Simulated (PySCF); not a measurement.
Method: PySCF, PBE0, basis I def2-TZVP with ECP28, F def2-TZVP (scalar-relativistic core potentials, no spin–orbit coupling, density fitting). Open shells, if any, are unrestricted.

Question: What shape and geometry does isolated singlet IF₂⁺ take (every ligand bound to I)?

Answer: Counting electrons, iodine keeps 4 of its valence electrons outside its bonds, so the VSEPR class is AX2E2 and the expected shape is bent (C2v), as computed. The angle of 96° is close to 90°: the heavy centre bonds with nearly pure p orbitals and keeps its lone pair s-like. The lowest minimum found is a singlet of C2v symmetry with I–F 1.825 Å (×2); F–I–F 96.1°. Its harmonic wavenumbers are 232 (a1), 731 (b2), 736 (a1) cm⁻¹ and its dipole moment is 2.58 D about the centre of mass.

Other isomers or separated fragments may lie lower.
